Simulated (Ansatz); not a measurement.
CoSi₂⁻. Total charge -1; singlet. Geometry PBE-D4/def2-TZVPD; atoms count from 1.

Cartesian coordinates in Å:
```
Co 0.690 0.125 0.947
Si 0.040 -1.181 -0.607
Si -0.731 1.056 -0.341
```

The restricted singlet is unstable: a solution with broken spin symmetry lies lower. The highest occupied level of the charge -1 singlet lies above zero (up to 0.06 eV). Its loss leaves the charge 0 doublet, which lies 0.39 eV higher (vertical, at PBE0-D4/def2-TZVPD), but this difference is unsure: the doublet is doubtful (geometry relaxed on an unsound state). The geometry of the singlet was relaxed on an unsound state (an occupied level 0.40 eV above an empty one). At PBE0-D4/def2-TZVPD a triplet of charge -1 lies 1.74 eV below the restricted singlet, each at its own geometry. The structure comes from a short search, and lower isomers may exist.

Question: Estimate the Mulliken populations from the PBE0/def2-TZVPD orbitals of Ansatz.

Answer: 
```tsv
atom	charge (e)	d electrons
Co1	-0.24	8.11
Si2	-0.38	–
Si3	-0.38	–
```
Mulliken values and Mayer orders depend strongly on the basis. With diffuse functions, as here, like atoms can get unlike values, and bond orders can come out too low or too high.

Question: And the Mayer bond orders between bonded heavy atoms (over 0.3)?

Answer: Co1–Si2 1.54 (2.13 Å); Co1–Si3 1.54 (2.13 Å); Si2–Si3 1.23 (2.38 Å).
